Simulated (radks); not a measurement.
Results of a calculation; reference values are marked as such.
Task: Cu6+, configuration [Ar] 3d3 4s2 (not the ground configuration). Level of theory: Dirac Kohn-Sham, PBEsol, spin-unpolarised, spherical densities, finite nucleus; open shells are shared between the two j in proportion to 2j + 1; Fermi nuclear charge, rms radius 3.8823 fm (a radial shooting solver on a logarithmic mesh with Libxc functionals).

Spin-orbit splittings of the eigenvalues, e(l+1/2) - e(l-1/2), with zeta = 2 splitting/(2l+1) and mean radii in bohr:

| shell | occ. | splitting (eV) | zeta (eV) | <r> j=l-1/2 | <r> j=l+1/2 |
|---|---|---|---|---|---|
| 2p | 6 | 20.43 | 13.62 | 0.2042 | 0.2075 |
| 3p | 6 | 3.132 | 2.088 | 0.6757 | 0.6832 |
| 3d | 3 | ? | ? | 0.6813 | 0.6836 |
| 4p | 0 | 0.6083 | 0.4055 | 1.706 | 1.719 |
| 4d | 0 | 0.08771 | 0.03509 | 1.964 | 1.967 |

Estimate the 3d splitting.

Result: 0.4848 eV (zeta = 0.1939 eV).
